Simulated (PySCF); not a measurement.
**Telling isomers of C7H11BSi apart by NMR**

- GIAO PBE0/pcSseg-1 shieldings
- geometry from PBE0-D3(BJ)/def2-SVP
- code: PySCF 2.14
- in vacuum, equivalent nuclei averaged, non-relativistic Hamiltonian, a single conformation

Referencing at the same level of theory: TMS for ¹H (σref 31.27), ¹³C (σref 184.41). Where no couplings were computed, multiplicities follow the n + 1 count of equivalent neighbours, and m marks all less simple cases (inequivalent or close neighbours, rings, F or P nearby). Couplings to H on boron are left out. Carbons bonded to boron are broad in practice. Shifts are as computed. Against solution values, carbons near 30 ppm lie about +2 ppm off and those near 130 ppm about +5 ppm. Of 1309 compounds with measured shifts, 239 miss one by over three times the rms of a fit or turn the order of signals round; such compounds aren't used in these exercises.

(1) Tabulate the signals of `[SiH3]CC1=CC=CC=CB1`, `[SiH3]CC1=CC=CBC=C1` and their relative energies.

(2) What is the quickest way to tell [SiH3]CC1=CC=CC=CB1 from [SiH3]CC1=CC=CBC=C1?

## Answers

(1) 
| SMILES | carbon types | δC | δH | E rel. (kcal/mol) |
| --- | --- | --- | --- | --- |
| [SiH3]CC1=CC=CC=CB1 | 1×C 5×CH 1×CH2 | 181.0, 158.7, 155.6, 152.1, 142.3, 140.3, 30.8 | 8.29 (m, 1H), 8.06 (m, 1H), 7.86 (d, 1H), 7.44 (m, 1H), 7.38 (m, 1H), 6.42 (br, 1H), 3.97 (t, 3H), 2.69 (q, 2H) | 0.0 |
| [SiH3]CC1=CC=CBC=C1 | 1×C 5×CH 1×CH2 | 162.9, 160.9, 156.9, 156.8, 154.6, 141.1, 27.4 | 8.47 (m, 1H), 8.33 (m, 1H), 8.00 (m, 1H), 7.99 (d, 1H), 7.37 (d, 1H), 6.32 (br, 1H), 4.01 (t, 3H), 2.38 (q, 2H) | 1.4 |

Energies are electronic energies at PBE0/pcSseg-1 on these geometries, without zero-point or thermal terms, each for the one conformer computed, which needn't be the lowest.

(2) Both give the same number of carbon signals, with the same numbers of each carbon type, so the positions decide. The first has a fully substituted alkene carbon (C) at 181.0 ppm, the second a fully substituted alkene carbon (C) at 156.8 ppm. Their most deshielded carbons lie at 181.0 and 162.9 ppm.
